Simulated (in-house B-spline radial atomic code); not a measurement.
How numerical settings move a run on neutral indium, [Kr] 4d10 5s2 5p1. Computed with an all-electron radial atomic-structure program (B-spline basis): scalar-relativistic (X2C) PBE, spin-polarised, spherical fractional occupations, Fermi nucleus of rms radius 4.6156 fm.

Command:
```bash
python run_scf.py task.json out
```
Settings of the sound reference run:
```
Z                49
electrons        49
configuration    [Kr] 4d10 5s2 5p1
hamiltonian      x2c
method           pbe,pbe
spin_polarised   True
nucleus          fermi
rms_radius       4.6156
mass_number      115
atomic_mass      114.9039
speed_of_light   137.036
knot_spacing     0.22
spline_order     8
gauss_points     12
box_radius       50
max_iterations   70
damping          0.5
damped_steps     3
diis_vectors     10
tolerance        1e-08
start            Thomas-Fermi
```

Run time, properties included: 0.47 s on 1 thread of Arm Neoverse N1 (shared host).

It converges in 10 iterations to -5880.594262 hartree, with 5p up at -2.78046 eV. The other runs change the listed settings, some to values that make no sense; their results aren't properties of the atom or ion. Radii are in bohr (the nuclear one in fm), a minus after a letter asks for a j subshell, and «unchanged» means within 1e-8 hartree. The run stops when the residual is below 10 × tolerance × max(1, Z/10), or a noise floor if that is larger, and the energy moves by less than 1e-8 × √|E| hartree; so very loose and very tight tolerances often act alike.

| changed settings | outcome |
| --- | --- |
| electrons = 57, configuration = [Kr] 4d10 5s2 5p1 7s2 7p6, max_iterations = 60 | converged in 29 iterations to -5879.8312 hartree, a different physical problem (warning: 5p up has a positive eigenvalue: unbound, held by the box) |
| spline_order = 10, max_iterations = 60, damping = 0.2 | converged in 12 iterations, energy -2.60e-06 hartree from the reference, 5p up level -6.0e-06 eV |
| knot_spacing = 0.15 | converged in 9 iterations, energy -9.73e-06 hartree from the reference, 5p up level -2.3e-05 eV |
| knot_spacing = 0.4 | converged in 10 iterations, energy +1.67e-03 hartree from the reference, 5p up level -7.0e-05 eV |
| knot_spacing = 0.55 | converged in 10 iterations, energy +2.83e-01 hartree from the reference, 5p up level -2.4e-03 eV |
| spline_order = 4 | converged in 10 iterations, energy +3.03e-03 hartree from the reference, 5p up level -3.2e-05 eV |
| knot_spacing = 1.4 | converged in 10 iterations, energy +6.80e+01 hartree from the reference, 5p up level -1.3e+00 eV |
| spline_order = 10 | converged in 10 iterations, energy -2.60e-06 hartree from the reference, 5p up level -6.1e-07 eV |
| damping = 0.2 | converged in 12 iterations, energy unchanged, 5p up level -5.1e-06 eV |
| damping = 0 | converged in 13 iterations, energy unchanged, 5p up level -9.5e-07 eV |
| knot_spacing = 0.1 | converged in 9 iterations, energy -9.48e-06 hartree from the reference, 5p up level -2.3e-05 eV |
| spline_order = 3 | converged in 10 iterations, energy +1.70e-01 hartree from the reference, 5p up level -1.1e-03 eV |
| spline_order = 5 | converged in 10 iterations, energy +1.04e-04 hartree from the reference, 5p up level -1.7e-06 eV |
| max_iterations = 100, damping = 0.2, damped_steps = 8, tolerance = 0.01 | converged in 14 iterations, energy +1.34e-08 hartree from the reference, 5p up level +5.8e-04 eV |
| hamiltonian = dirac, method = scan,scan, spin_polarised = False | stopped with error: meta-GGAs are not served with the Dirac Hamiltonian |
| knot_spacing = 2 | converged in 10 iterations, energy +4.84e+02 hartree from the reference, 5p up level -4.0e+00 eV (the program warns: 3s up reaches the box edge; 3s down reaches the box edge) |
| knot_spacing = 0.75 | converged in 10 iterations, energy +1.21e+01 hartree from the reference, 5p up level -2.5e-01 eV |
| knot_spacing = 0.3 | converged in 10 iterations, energy +3.77e-05 hartree from the reference, 5p up level -3.5e-06 eV |

(1) What happens with max_iterations = 2, damped_steps = 0, tolerance = 0.001?

(2) What happens with knot_spacing = 1.4, spline_order = 4, max_iterations = 75, tolerance = 0.01?

(3) What happens with electrons = 52, configuration = [Kr] 4d10 5s2 5p1 6s3, max_iterations = 100?

(4) What happens with spline_order = 6?

Results:

(1) Not converged after 2 iterations, last residual 2.1e-01, last energy +1.75e+00 hartree from the reference.

(2) Converged in 8 iterations, energy +7.42e+02 hartree from the reference, 5p up level -6.8e-01 eV.

(3) Stopped with error: shell 6s holds at most 1 electrons (per spin).

(4) Converged in 10 iterations, energy +1.60e-06 hartree from the reference, 5p up level -5.0e-07 eV.
